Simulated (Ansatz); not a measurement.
Ga₁₃As₁₃H₃₀, a nanocrystal cut from zinc blende GaAs (hydrogen-capped), relaxed as a singlet with RKS PBE-D4/def2-SVP in Ansatz, starting from a model built from a lattice or polyhedron. Force threshold 0.03 eV/Å.

Single mean-field runs in def2-SVP are fitted with def2-universal-jkfit.

Start:

```xyz
56

Ga    0.022   -1.333    2.759
Ga   -1.824   -3.759    0.178
Ga   -3.974   -1.551    2.707
Ga   -2.116    1.750    1.404
Ga   -3.952   -0.692   -1.185
Ga    2.195   -3.550    0.229
Ga    4.011   -1.126    2.845
Ga    1.853    1.973    1.462
Ga    4.023   -0.264   -1.017
Ga    0.036   -0.464   -1.125
Ga   -2.068    2.614   -2.504
Ga    1.900    2.848   -2.455
Ga   -0.263    5.037    0.127
As   -1.873   -2.836    2.440
As    2.111   -2.611    2.504
As    0.275   -5.039   -0.106
As   -0.048    0.481    1.115
As   -1.888   -1.959   -1.469
As   -4.013    0.271    1.070
As   -2.177    3.547   -0.224
As   -4.019    1.117   -2.840
As    2.103   -1.744   -1.397
As    3.940    0.667    1.177
As    1.789    3.769   -0.188
As    3.943    1.565   -2.704
As   -0.015    1.327   -2.780
H    -0.025   -0.738    4.199
H    -2.985   -4.718   -0.030
H    -4.013   -0.970    4.109
H    -5.172   -2.483    2.489
H    -2.166    2.334    2.814
H    -5.163   -1.649   -1.422
H     3.493   -4.367    0.059
H     3.971   -0.520    4.262
H     5.312   -1.904    2.659
H     1.830    2.526    2.891
H     5.357   -1.054   -1.257
H    -2.145    3.769   -3.523
H     1.841    3.962   -3.465
H    -0.315    5.639    1.533
H    -0.286    6.145   -0.936
H    -1.862   -3.959    3.413
H     2.127   -3.749    3.518
H     0.316   -6.152    0.927
H     0.321   -5.619   -1.505
H    -1.823   -2.551   -2.862
H    -5.309    1.027    1.245
H    -3.462    4.345   -0.079
H    -5.296    1.916   -2.663
H    -3.961    0.532   -4.247
H     2.187   -2.332   -2.812
H     5.127    1.632    1.423
H     2.976    4.658    0.043
H     5.140    2.483   -2.504
H     4.004    0.988   -4.101
H     0.011    0.772   -4.199
```

| step | energy (eV) | largest force component (eV/Å) | SCF passes |
| --- | --- | --- | --- |
| 1 | -1471956.8602 | 1.010 | 19 |
| 2 | -1471958.9022 | 0.346 | 25 |
| 3 | -1471958.9793 | 0.247 | 26 |
| 4 | -1471959.0428 | 0.026 | 20 |

Force components are those of the run's own axes.

End:

```xyz
56

Ga    0.023   -1.318    2.834
Ga   -1.990   -3.862    0.175
Ga   -4.182   -1.645    2.849
Ga   -2.124    1.768    1.462
Ga   -4.106   -0.824   -1.171
Ga    2.390   -3.623    0.250
Ga    4.240   -1.192    2.991
Ga    1.872    1.978    1.530
Ga    4.206   -0.378   -1.036
Ga    0.042   -0.465   -1.117
Ga   -2.078    2.794   -2.603
Ga    1.852    3.008   -2.534
Ga   -0.286    5.312    0.101
As   -1.956   -2.740    2.354
As    2.160   -2.516    2.425
As    0.268   -4.917   -0.038
As   -0.045    0.468    1.122
As   -1.906   -1.951   -1.408
As   -3.963    0.144    1.076
As   -2.058    3.546   -0.270
As   -3.945    1.133   -2.722
As    2.147   -1.732   -1.341
As    3.887    0.563    1.205
As    1.676    3.745   -0.204
As    3.887    1.553   -2.597
As   -0.029    1.400   -2.731
H    -0.035   -0.724    4.295
H    -3.141   -4.889   -0.148
H    -4.065   -0.941    4.257
H    -5.325   -2.640    2.402
H    -2.193    2.380    2.915
H    -5.324   -1.756   -1.537
H     3.656   -4.517   -0.035
H     3.999   -0.501    4.390
H     5.499   -2.058    2.589
H     1.828    2.590    2.985
H     5.527   -1.172   -1.365
H    -2.179    3.860   -3.760
H     1.873    4.085   -3.686
H    -0.335    5.727    1.623
H    -0.315    6.301   -1.132
H    -1.845   -3.921    3.318
H     2.142   -3.706    3.385
H     0.314   -6.094    0.935
H     0.335   -5.745   -1.322
H    -1.860   -2.542   -2.817
H    -5.247    0.971    1.147
H    -3.403    4.265   -0.157
H    -5.255    1.911   -2.610
H    -4.136    0.669   -4.166
H     2.207   -2.325   -2.749
H     5.070    1.525    1.318
H     2.931    4.603   -0.047
H     5.105    2.463   -2.454
H     4.162    1.111   -4.034
H     0.027    0.821   -4.145
```

By distances, no bond broke or formed. The bond that changes most is Ga13–As24, from 2.43 to 2.53 Å (atoms count from 1).

No frequencies were taken in this run, so the end may be a saddle point.

Run time 28 s (11 threads of AMD EPYC 7R13 on a shared host and a whole NVIDIA H100 80GB HBM3), peak host memory 2 GiB.
